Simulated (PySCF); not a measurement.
C3H5BN2O, SMILES C(/N=C\B(O)C)#N.

Geometry: PBE0-D3(BJ)/def2-SVP. The structure was generated by enumeration; whether it is a known compound was not checked. Other conformers were not sampled.

Two levels are set side by side: PBE/def2-TZVP (PySCF) and B3LYP/def2-TZVP (PySCF). Same geometry, gas phase. Differences are taken from unrounded values.

| quantity | B3LYP |
|---|---|
| orbital gap (eV) | 4.47 |
| highest occupied level (eV) | -7.75 |
| lowest empty level (eV) | -3.28 |
| dipole moment (D) | 4.82 |
| mean polarisability (bohr³) | 65.6 |

Task: What does PBE give, and how far is it from B3LYP? (Estimate from the structure and the level; the computed values follow.)

Result: 
| quantity | PBE | PBE minus B3LYP |
|---|---|---|
| orbital gap (eV) | 2.59 | -1.88 |
| highest occupied level (eV) | -6.56 | 1.19 |
| lowest empty level (eV) | -3.97 | -0.70 |
| dipole moment (D) | 4.68 | -0.14 |
| mean polarisability (bohr³) | 67.8 | 2.2 |

Without exact exchange PBE keeps part of each electron's self-repulsion, which lifts occupied levels and narrows the gap. Loosely held outer electrons make PBE densities more polarisable. Differences between two approximate levels are no errors against the true value.

Rough cost on one machine, each run with all the roots and properties that it gave: B3LYP against PBE within a factor of 2.
